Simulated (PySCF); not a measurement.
CH5AlIN.
Atom-mapped SMILES: `[CH3:1][NH:2][AlH:3][I:4]` (hydrogens: H5, H6, H7 on C1; H8 on N2; H9 on Al3)

Computed by this run: PBE0-D3(BJ)/def2-SVP geometry optimisation, gas phase, def2 core potentials past Kr (PySCF); density fitting, grid level 1; the optimiser is geomeTRIC in internal coordinates, started from a GFN2-xTB structure with every atom displaced at random (about 0.01 Å).

Step 0: E = -17298.8123 eV
```
atom  x, y, z in Å  |  force x, y, z in eV/Å
C1     -1.3323   -0.1898   -0.2042   -0.042   1.149  -0.307
N2      0.0476   -0.5481   -0.0691    0.375  -0.275   0.025
Al3     1.3847    0.5604    0.2534    0.864  -0.707   0.054
I4      3.8243   -0.1871    0.4815   -0.798   0.105  -0.098
H5     -1.9782   -0.6560    0.5384   -0.285  -0.235   0.393
H6     -1.7434   -0.4221   -1.1996   -0.034  -0.075  -0.116
H7     -1.4238    0.9147   -0.0810   -0.171  -0.403  -0.014
H8      0.1734   -1.5427   -0.1897    0.256  -0.259   0.000
H9      1.1054    2.0535    0.4365   -0.165   0.699   0.064
```

Step 1: E = -17298.8849 eV
```
atom  x, y, z in Å  |  force x, y, z in eV/Å
C1     -1.3325   -0.2014   -0.2087    0.025   0.397  -0.083
N2      0.0729   -0.4986   -0.0606   -0.095  -0.117  -0.024
Al3     1.3850    0.6393    0.2645    0.576  -0.507   0.043
I4      3.7123   -0.3440    0.4468   -0.484   0.190  -0.038
H5     -1.9608   -0.7050    0.5421   -0.053  -0.071   0.086
H6     -1.7212   -0.4677   -1.2065   -0.017  -0.064  -0.043
H7     -1.4992    0.8852   -0.0937   -0.039  -0.108   0.022
H8      0.2539   -1.4918   -0.1740    0.152   0.028   0.024
H9      1.1472    2.1668    0.4561   -0.065   0.251   0.013
```

Q: Estimate the geometry and energy of step 2. (The exact step hangs on the optimiser's Hessian estimate; all steps are aligned on step 1, rigid shifts and turns removed.)

A: E = -17298.9041 eV, largest force 0.153 eV/Å
```
atom  x, y, z in Å  |  force x, y, z in eV/Å
C1     -1.3281   -0.1953   -0.2099    0.017  -0.006  -0.022
N2      0.0783   -0.5008   -0.0606   -0.142   0.051  -0.024
Al3     1.3958    0.6282    0.2708   -0.009   0.015   0.005
I4      3.6578   -0.3410    0.4415    0.133  -0.066   0.022
H5     -1.9531   -0.7088    0.5424   -0.020  -0.004  -0.002
H6     -1.7170   -0.4680   -1.2079   -0.002  -0.015   0.006
H7     -1.5057    0.8856   -0.0882    0.033  -0.010   0.013
H8      0.2722   -1.4916   -0.1729    0.032   0.014   0.007
H9      1.1575    2.1744    0.4511   -0.040   0.020  -0.005
```

The energy changes by -0.0192 eV. The first-order estimate −F·Δx gives -0.0458 eV and the mean of the old and new forces, exact on a quadratic surface, -0.0186 eV. The step makes an angle of 49° with the force vector and moves no atom by more than 0.055 Å.

The cost below is that of the whole optimisation. Hardware: Arm Neoverse V1, one thread (shared host). Cost: 24 s, 0.40 GiB resident at most.
